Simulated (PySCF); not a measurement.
B(OH)₃ + 3 HBr → BBr₃ + 3 H₂O

Level: PBE in the def2-TZVP basis family, all electrons, no relativity, computed in PySCF with density fitting; open shells unrestricted.

| species | state and structure | E (Eh) | ZPE (kJ/mol) | H(298 K) − H(0) (kJ/mol) | S° (J/(mol K)) |
| --- | --- | --- | --- | --- | --- |
| B(OH)₃ | singlet, C3h, B–O 1.379 Å (×3), O–H 0.971 Å (×3); B–O–H 111.6° (×3), O–B–O 120.0° (×3) | -252.32598 | 124.4 | 14.2 | 271.9 |
| HBr | singlet, C∞v, H–Br 1.433 Å | -2574.36782 | 15.4 | 8.7 | 198.6 |
| BBr₃ | singlet, D3h, B–Br 1.910 Å (×3) | -7746.23232 | 15.2 | 15.8 | 325.2 |
| H₂O | singlet, C2v, O–H 0.971 Å (×2); H–O–H 104.3° | -76.37680 | 54.3 | 9.9 | 189.0 |

Question: What is the electronic reaction energy?

Answer: At PBE/def2-TZVP, ΔE = 175.2 kJ/mol from the differences of the total energies times 2625.5, uphill. 

Question: Add zero-point, thermal and entropy terms for 298.15 K and 1 bar.

Answer: ΔZPE = 7.5 and Δ[H(298) − H(0)] = 5.2 kJ/mol give ΔH° = 187.9 kJ/mol. ΔS° = 24.5 J/(mol K), so ΔG° = 187.9 − 298.15 × (0.0245) = 181 kJ/mol.

Each species is the lowest minimum found with this bonding; other isomers or fragments can lie lower.
